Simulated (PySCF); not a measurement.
Species: C9H14O2.
SMILES with atom numbers: `[CH2:1]=[C:2]1[CH2:3][CH2:4][CH:5]([O:6][C:7]([CH3:8])=[O:9])[CH2:10][CH2:11]1` (hydrogens: H12, H13 on C1; H14, H15 on C3; H16, H17 on C4; H18 on C5; H19, H20, H21 on C8; H22, H23 on C10; H24, H25 on C11)

A GFN2-xTB structure was refined with PySCF, PBE0-D3(BJ)/def2-SVP geometry optimisation, gas phase. Its GFN2-xTB values:

```json
{"coordinate": "C1=C2", "GFN2-xTB": "1.322 Å"}
{"coordinate": "C1–H12", "GFN2-xTB": "1.077 Å"}
{"coordinate": "C1–H13", "GFN2-xTB": "1.077 Å"}
{"coordinate": "C2–C3", "GFN2-xTB": "1.502 Å"}
{"coordinate": "C3–C4", "GFN2-xTB": "1.530 Å"}
{"coordinate": "C3–H14", "GFN2-xTB": "1.094 Å"}
{"coordinate": "C3–H15", "GFN2-xTB": "1.091 Å"}
{"coordinate": "C4–C5", "GFN2-xTB": "1.524 Å"}
{"coordinate": "C4–H16", "GFN2-xTB": "1.092 Å"}
{"coordinate": "C4–H17", "GFN2-xTB": "1.091 Å"}
{"coordinate": "C5–O6", "GFN2-xTB": "1.435 Å"}
{"coordinate": "C5–H18", "GFN2-xTB": "1.098 Å"}
{"coordinate": "O6–C7", "GFN2-xTB": "1.335 Å"}
{"coordinate": "C7–C8", "GFN2-xTB": "1.508 Å"}
{"coordinate": "C7=O9", "GFN2-xTB": "1.203 Å"}
{"coordinate": "C8–H19", "GFN2-xTB": "1.087 Å"}
{"coordinate": "C2–C3–C4", "GFN2-xTB": "110.1°"}
{"coordinate": "C3–C4–C5", "GFN2-xTB": "110.2°"}
{"coordinate": "C4–C5–O6", "GFN2-xTB": "107.7°"}
{"coordinate": "C4–C5–C10", "GFN2-xTB": "110.7°"}
{"coordinate": "C5–O6–C7", "GFN2-xTB": "117.5°"}
{"coordinate": "O6–C5–C10", "GFN2-xTB": "110.3°"}
{"coordinate": "O6–C7–C8", "GFN2-xTB": "110.6°"}
{"coordinate": "O6–C7–O9", "GFN2-xTB": "124.3°"}
{"coordinate": "C1–C2–C3–C4", "GFN2-xTB": "-122°"}
{"coordinate": "C1–C2–C11–C10", "GFN2-xTB": "122°"}
{"coordinate": "C4–C5–O6–C7", "GFN2-xTB": "156°"}
{"coordinate": "C5–C10–C11–C2", "GFN2-xTB": "56°"}
```

**Question.** How do these coordinates change at the PBE0-D3(BJ)/def2-SVP level?

**Answer.** 
```json
{"coordinate": "C1–H13", "PBE0-D3(BJ)/def2-SVP (Å or °)": "1.094", "change": "+0.017"}
{"coordinate": "C1–H12", "PBE0-D3(BJ)/def2-SVP (Å or °)": "1.094", "change": "+0.017"}
{"coordinate": "C1=C2", "PBE0-D3(BJ)/def2-SVP (Å or °)": "1.336", "change": "+0.014"}
{"coordinate": "C3–H14", "PBE0-D3(BJ)/def2-SVP (Å or °)": "1.106", "change": "+0.012"}
{"coordinate": "C8–H19", "PBE0-D3(BJ)/def2-SVP (Å or °)": "1.099", "change": "+0.012"}
{"coordinate": "C4–H16", "PBE0-D3(BJ)/def2-SVP (Å or °)": "1.103", "change": "+0.011"}
{"coordinate": "C4–H17", "PBE0-D3(BJ)/def2-SVP (Å or °)": "1.101", "change": "+0.010"}
{"coordinate": "C3–H15", "PBE0-D3(BJ)/def2-SVP (Å or °)": "1.100", "change": "+0.009"}
{"coordinate": "C4–C5", "PBE0-D3(BJ)/def2-SVP (Å or °)": "1.517", "change": "-0.007"}
{"coordinate": "C7–C8", "PBE0-D3(BJ)/def2-SVP (Å or °)": "1.501", "change": "-0.007"}
{"coordinate": "O6–C7", "PBE0-D3(BJ)/def2-SVP (Å or °)": "1.341", "change": "+0.006"}
{"coordinate": "C5–O6", "PBE0-D3(BJ)/def2-SVP (Å or °)": "1.430", "change": "-0.005"}
{"coordinate": "C5–H18", "PBE0-D3(BJ)/def2-SVP (Å or °)": "1.103", "change": "+0.005"}
{"coordinate": "C2–C3", "PBE0-D3(BJ)/def2-SVP (Å or °)": "1.504", "change": "+0.002"}
{"coordinate": "C3–C4", "PBE0-D3(BJ)/def2-SVP (Å or °)": "1.529", "change": "-0.001"}
{"coordinate": "C7=O9", "PBE0-D3(BJ)/def2-SVP (Å or °)": "1.203", "change": "0.000"}
{"coordinate": "C4–C5–C10", "PBE0-D3(BJ)/def2-SVP (Å or °)": "111.9", "change": "+1.2"}
{"coordinate": "C2–C3–C4", "PBE0-D3(BJ)/def2-SVP (Å or °)": "111.2", "change": "+1.1"}
{"coordinate": "C3–C4–C5", "PBE0-D3(BJ)/def2-SVP (Å or °)": "110.8", "change": "+0.6"}
{"coordinate": "O6–C7–O9", "PBE0-D3(BJ)/def2-SVP (Å or °)": "123.7", "change": "-0.6"}
{"coordinate": "O6–C7–C8", "PBE0-D3(BJ)/def2-SVP (Å or °)": "111.0", "change": "+0.4"}
{"coordinate": "C4–C5–O6", "PBE0-D3(BJ)/def2-SVP (Å or °)": "107.4", "change": "-0.3"}
{"coordinate": "C5–O6–C7", "PBE0-D3(BJ)/def2-SVP (Å or °)": "117.2", "change": "-0.3"}
{"coordinate": "O6–C5–C10", "PBE0-D3(BJ)/def2-SVP (Å or °)": "110.5", "change": "+0.2"}
{"coordinate": "C4–C5–O6–C7", "PBE0-D3(BJ)/def2-SVP (Å or °)": "154", "change": "-2"}
{"coordinate": "C1–C2–C11–C10", "PBE0-D3(BJ)/def2-SVP (Å or °)": "125", "change": "+3"}
{"coordinate": "C1–C2–C3–C4", "PBE0-D3(BJ)/def2-SVP (Å or °)": "-125", "change": "-3"}
{"coordinate": "C5–C10–C11–C2", "PBE0-D3(BJ)/def2-SVP (Å or °)": "53", "change": "-3"}
```

The energy falls by 0.054 eV over 5 energy and gradient evaluations, the largest force component goes from 0.0118 to 2.5e-04 Eh/bohr, and the atoms move by 0.034 Å rms after alignment. Among the bonds, C1–H12 and C1–H13 change most and about equally (+0.017 Å). Bonds longer at the end by more than 0.005 Å: 15 of 25; shorter: 4. Rotational constants go from 2938, 559.9, 517.9 to 2947, 556.6, 515.0 MHz.

The run used 224 basis functions and 38 SCF cycles in all.

Not checked by PBE0-D3(BJ)/def2-SVP frequencies. One conformer, not necessarily the lowest.
